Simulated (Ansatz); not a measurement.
Basis sets compared for SeF2. Charge 0, multiplicity 1. Geometry r2SCAN-D4/def2-TZVP. Ansatz on 4 threads of Arm Neoverse V2 on a shared host; times are rough, and most runs start from earlier orbitals.

```xyz
3

Se   -0.509   -0.496    0.300
F     0.003   -0.213   -1.338
F     0.506    0.708    1.038
```

The 6-31G sets use Cartesian d functions. B3LYP takes the VWN-RPA correlation.

Binding counts from free atoms (Se triplet, F doublet) in the same basis, without a counterpoise term.

| level | functions | energy (Eh) | HOMO (eV) | LUMO (eV) | binding per atom (eV) | wall time |
| --- | --- | --- | --- | --- | --- | --- |
| PBE-D4/def2-SVP | 60 | -2600.1970 | -5.45 | -3.01 | 2.61 | 0.35 s |
| PBE-D4/def2-TZVP (with forces) | 110 | -2600.7566 | -5.76 | -3.34 | 2.66 | 0.6 s |
| r2SCAN-D4/def2-TZVP | 110 | -2601.1988 | -6.08 | -3.21 | 2.43 | 1.3 s |
| B3LYP-D4/6-31G | 47 | -2600.8073 | -6.90 | -2.50 | 1.92 | 0.4 s |
| B3LYP-D4/def2-TZVP | 110 | -2601.3310 | -6.96 | -2.67 | 2.40 | 0.7 s |
| PBE0-D4/def2-SVP | 60 | -2600.2602 | -7.01 | -2.12 | 2.28 | 0.45 s |
| PBE0-D4/def2-TZVP | 110 | -2600.8186 | -7.19 | -2.38 | 2.37 | 0.95 s |

Problem. Estimate the rows for PBE-D4/def2-TZVPD, r2SCAN-D4/def2-TZVPD, PBE0-D4/def2-TZVPD.

Solution. 
```csv
level,functions,energy (Eh),HOMO (eV),LUMO (eV),binding per atom (eV),wall time
PBE-D4/def2-TZVPD,137,-2600.7607,-5.86,-3.47,2.67,0.75 s
r2SCAN-D4/def2-TZVPD,137,-2601.2021,-6.15,-3.29,2.45,1.8 s
PBE0-D4/def2-TZVPD,137,-2600.8220,-7.26,-2.50,2.38,1.1 s
```
